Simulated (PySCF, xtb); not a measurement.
C4H10S, SMILES CC(C)(C)S.

xtb with GFN2-xTB at its own geometry gives an orbital gap of 4.44 eV and a dipole moment of 2.51 D.

The structure is a stationary point at PBE0-D3(BJ)/def2-SVP. The values are those of a single conformer.

**Question.** What does PBE/def2-TZVP (PySCF) give? (Estimate from the structure and the level; the computed values follow.)

**Answer.** gap 4.91 eV (levels -5.45 and -0.54 eV), dipole 1.62 D.
